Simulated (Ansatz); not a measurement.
C$_{6}$H$_{14}$O, triplet, at the geometry of the source list (a higher spin typed on purpose: for a closed-shell molecule this is an excited state); MP2/6-31G run with Ansatz (a quantum-chemistry and plane-wave program).

The Ansatz input:
Ansatz 0.2 input:
```yaml
crystal:
  periodic: [false, false, false]
  atoms:
    - {symbol: C, position_ang: [-2.32030000, 0.60020000, -0.72850000]}
    - {symbol: C, position_ang: [-1.14260000, 0.37950000, 0.22030000]}
    - {symbol: C, position_ang: [-1.48140000, -0.71220000, 1.22970000]}
    - {symbol: C, position_ang: [0.11510000, 0.03470000, -0.58570000]}
    - {symbol: C, position_ang: [1.41690000, 0.05060000, 0.22420000]}
    - {symbol: C, position_ang: [2.62720000, 0.22880000, -0.69520000]}
    - {symbol: O, position_ang: [1.51230000, -1.16480000, 0.94200000]}
    - {symbol: H, position_ang: [-3.21580000, 0.86020000, -0.16780000]}
    - {symbol: H, position_ang: [-2.52400000, -0.30530000, -1.29680000]}
    - {symbol: H, position_ang: [-2.11050000, 1.40600000, -1.42960000]}
    - {symbol: H, position_ang: [-0.95840000, 1.31460000, 0.76310000]}
    - {symbol: H, position_ang: [-2.36280000, -0.43760000, 1.80840000]}
    - {symbol: H, position_ang: [-1.68420000, -1.65070000, 0.71550000]}
    - {symbol: H, position_ang: [-0.65120000, -0.87550000, 1.91070000]}
    - {symbol: H, position_ang: [0.21470000, 0.75480000, -1.40040000]}
    - {symbol: H, position_ang: [0.00430000, -0.96030000, -1.02020000]}
    - {symbol: H, position_ang: [1.38900000, 0.89310000, 0.93770000]}
    - {symbol: H, position_ang: [2.58180000, 1.18790000, -1.20400000]}
    - {symbol: H, position_ang: [3.55240000, 0.18910000, -0.12020000]}
    - {symbol: H, position_ang: [2.64850000, -0.56550000, -1.43870000]}
    - {symbol: H, position_ang: [2.38910000, -1.22780000, 1.33530000]}
basis:
  gaussian:
    orbitals: 6-31G
magnetization: {spin_polarized: true, initial_magnetization: 2}
correlation: {method: mp2}
```

What the program printed (banner, timings and long lists left out):

```
Functional definition: HF
1285 factors; integrals over basis functions are off by at most 2.3e-4 eV
mean field evaluation 1: about -8423.5103 eV, gradient 2.6e1 eV
mean field evaluation 2: about -8423.5084 eV, gradient 2.6e1 eV
mean field evaluation 4: about -8428.9364 eV, gradient 5.5e0 eV
mean field evaluation 8: about -8430.7722 eV, gradient 7.8e-1 eV
mean field evaluation 16: about -8430.3076 eV, gradient 5.8e0 eV
mean field -8430.78476486 eV, -309.8256255175 hartree, gradient 4.6e-6 eV, S^2 2.008502; 2 other end points of the search recorded, 0 dependent functions left out
7 core orbitals not correlated
reference -8430.78476486 eV, -309.8256255175 hartree; 23, 21 occupied and 61, 63 virtual orbitals, 1285 factors
second order -17.44801848 eV of doubles, -0.00000000 eV of singles
Total energy: -8448.23278334 eV, -310.4668283698 hartree
```
